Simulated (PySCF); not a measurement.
**Electron correlation in Tc⁺ (technetium, charge +1)**

[Kr] 4d4 5s1 5p1, one real determinant (an excited configuration). All numbers are calculated (PySCF 2.14, scalar relativity through the core potential, in aug-cc-pVTZ-PP with ECP28MDF (6s6p5d3f2g, 88 functions)). Frozen: 4s2 4p6; 6 electrons correlated.

```tsv
level	correlation energy (mhartree)
CCSD	-69.98
(T)	-1.38
CCSD(T)	-71.36
```

Diagnostics: T1 = 0.018, D1 = 0.0597, largest double amplitude 0.050.

Question: Is a single reference adequate?

Answer: Yes, within this model without spin-orbit coupling: T1 lies below 0.03 and no double amplitude reaches 0.07.

The reference is one real determinant that mixes LS terms of this configuration.
